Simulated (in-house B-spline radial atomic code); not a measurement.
Te⁺. Computed with a B-spline radial atomic code. Model: non-relativistic spherical atom: semilocal Troullier-Martins pseudo-atom, one channel per l, against all electrons, high spin, G0W0 and RPA with empty states to l = 8, local potential for every l without a channel, a model core (radius 0 = none) keeps its share of the functional.

The core holds an angular momentum without a channel of its own, so the local potential lets valence electrons into it.

Without relativity these are model numbers for so heavy an element.

What the tables leave out is listed at the end.

The pseudopotential gives back the lowest level of each angular momentum of its own functional in the configuration it was made in; a second state of the same l is only approximately right. Exact exchange, RPA and GW see the smooth pseudo-orbitals and miss the exchange with the core, for which the functional's share stands in. The column with an uncorrelated core keeps all orbitals and exact exchange, and so separates missing core correlation from pseudisation. Only the three outermost levels and the lowest empty one were computed. RPA here is direct RPA, with no exchange kernel, and its energies carry an (l + 1/2)⁻⁴ tail. A hybrid on a potential with a model core restores only its own semilocal share of the core's exchange.

Command:
```bash
python run_psgw.py task.json out
```
Settings (lengths in bohr, energies in hartree):
```
Z                      52
electrons              51
configuration          [Kr] 4d10 5s2 5p3
generated_in           [Kr] 4d10 5s2 5p4
functional             lda,vwn
core_shells            9
radius_factor          1.15
core_correction        False
```

Cost of the run: 42 s on 1 thread of Arm Neoverse N1 (shared host).

Given: made with LDA VWN5; model core radius 0 bohr; local radius 2.177 bohr; mean-field start LDA VWN5.

Valence shells of the generating configuration: 5s, 5p.

Channel: s 2.122, p 2.489 (radii in bohr).

Computed: largest level miss in the spin-unpolarised generating configuration 0 eV; valence RPA correlation energy all-electron orbitals -0.17323 hartree; valence RPA correlation energy pseudo -0.23405 hartree; pseudo-atom RPA polarisability 21.191 bohr³.

| level | occupied | mean-field all-electron (eV) | mean-field pseudo minus all (eV) | G0W0 all-electron (eV) | G0W0 uncorrelated core minus all (eV) | G0W0 pseudo minus all (eV) | exchange self-energy all-electron (eV) | exchange self-energy pseudo (eV) |
| --- | --- | --- | --- | --- | --- | --- | --- | --- |
| 5p up | 1 | -14.597 | -0.081 | -18.842 | 0.316 | -0.278 | -17.545 | -14.628 |
| 5s down | 1 | -21.232 | 0.454 | -25.112 | 0.816 | 0.112 | -16.427 | -11.501 |
| 5p down (empty) | 0 | -12.712 | 0.292 | -9.2706 | 0.361 | -0.565 | -5.3613 | -2.3921 |

Problem. What is the all-electron RPA polarisability, core included?

Solution. 19.8 bohr³.

Given: mean-field start PBE0.

Computed: valence RPA correlation energy pseudo -0.20769 hartree; all-electron RPA polarisability, core included 17.773 bohr³; pseudo-atom RPA polarisability 18.412 bohr³.

```csv
level,occupied,mean-field all-electron (eV),mean-field pseudo minus all (eV),G0W0 all-electron (eV),G0W0 uncorrelated core minus all (eV),G0W0 pseudo minus all (eV),exchange self-energy all-electron (eV),exchange self-energy pseudo (eV)
5p up,1,-15.79,-0.187,-19.017,0.304,-0.226,-17.432,-14.725
5s down,1,-21.711,-0.053,-25.107,0.813,0.137,-16.167,-11.606
5p down (empty),0,-11.207,-0.019,-9.0768,0.347,-0.341,-5.0398,-2.3824
```

Problem. What is the valence RPA correlation energy all-electron orbitals?

Solution. -0.15762 hartree.

Given: mean-field start Hartree-Fock.

Computed: valence RPA correlation energy all-electron orbitals -0.12431 hartree; valence RPA correlation energy pseudo -0.15645 hartree; all-electron RPA polarisability, core included 14.222 bohr³.

```tsv
level	occupied	mean-field all-electron (eV)	mean-field pseudo minus all (eV)	G0W0 all-electron (eV)	G0W0 uncorrelated core minus all (eV)	G0W0 pseudo minus all (eV)	exchange self-energy all-electron (eV)	exchange self-energy pseudo (eV)
5p up	1	-18.78	-0.233	-19.337	0.28	-0.122	-17.178	-14.708
5s down	?	?	?	?	?	?	?	?
5s up	1	-30.34	-0.486	-28.674	0.332	0.277	-22.627	-19.021
5p down (empty)	0	-7.1578	-0.062	-8.7821	0.264	-0.054	-3.9792	-2.078
```

Problem. What belongs in the row 5s down?

Solution. occupied: 1; mean-field all-electron (eV): -23.167; mean-field pseudo minus all (eV): -0.158; G0W0 all-electron (eV): -25.111; G0W0 uncorrelated core minus all (eV): 0.777; G0W0 pseudo minus all (eV): 0.281; exchange self-energy all-electron (eV): -15.584; exchange self-energy pseudo (eV): -11.487.

Problem. What is the pseudo-atom RPA polarisability?

Solution. 14.239 bohr³.

Among the listed levels the largest G0W0 shift of the pseudo-atom is -0.56 eV, for 5p down (empty) on the LDA VWN5 start, while leaving the core uncorrelated moves that level by +0.36 eV. So pseudisation and the lost core exchange, not the missing core correlation, make the error. Not in the tables (levels of low weight, unsolved or above zero; the highest and the empty levels are kept at any weight): on LDA the G0W0 levels 5s up (pseudo minus all +1.48 eV, weights 0.24 and 0.22); on PBE0 the G0W0 levels 5s up (pseudo minus all +0.88 eV, weights 0.32 and 0.36).
